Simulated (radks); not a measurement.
Values are calculated unless marked as measured or tabulated.
Q: Au, 79 electrons, occupied as [Xe] 4f14 5d10 6s1. Level of theory: Dirac Kohn-Sham, Slater X-alpha with alpha = 0.971, spin-unpolarised, spherical densities, point nucleus (a radial shooting solver on a logarithmic mesh with Libxc functionals). Some entries of the table are withheld. Estimate them.

| orbital | occ. | eigenvalue (hartree) | <1/r> (bohr^-1) |
|---|---|---|---|
| 1s1/2 | 2 | -2975.569 | 95.93 |
| 2s1/2 | 2 | -526.6700 | 23.61 |
| 2p1/2 | 2 | (1) | 23.57 |
| 2p3/2 | 4 | (2) | 19.19 |
| 3s1/2 | 2 | -124.8922 | 8.679 |
| 3p1/2 | 2 | -115.3815 | 8.596 |
| 3p3/2 | 4 | -100.2876 | 7.452 |
| 3d3/2 | 4 | -84.36124 | 7.356 |
| 3d5/2 | 6 | -81.09875 | 7.095 |
| 4s1/2 | 2 | -27.39788 | 3.679 |
| 4p1/2 | 2 | (3) | (4) |
| 4p3/2 | 4 | (5) | (6) |
| 4d3/2 | 4 | -12.90402 | (7) |
| 4d5/2 | 6 | -12.21948 | (8) |
| 5s1/2 | 2 | -4.18970 | 1.499 |
| 4f5/2 | 6 | -3.49621 | 2.525 |
| 4f7/2 | 8 | -3.34839 | 2.490 |
| 5p1/2 | 2 | -2.83998 | 1.373 |
| 5p3/2 | 4 | -2.20712 | 1.224 |
| 5d3/2 | 4 | (9) | 0.8914 |
| 5d5/2 | 6 | (10) | 0.8513 |
| 6s1/2 | 1 | -0.26274 | 0.4759 |

A: 
(1) 2p1/2 eigenvalue (hartree): -505.8010
(2) 2p3/2 eigenvalue (hartree): -437.6689
(3) 4p1/2 eigenvalue (hartree): -23.29997
(4) 4p1/2 <1/r> (bohr^-1): 3.572
(5) 4p3/2 eigenvalue (hartree): -19.65808
(6) 4p3/2 <1/r> (bohr^-1): 3.175
(7) 4d3/2 <1/r> (bohr^-1): 2.978
(8) 4d5/2 <1/r> (bohr^-1): 2.886
(9) 5d3/2 eigenvalue (hartree): -0.40557
(10) 5d5/2 eigenvalue (hartree): -0.34267
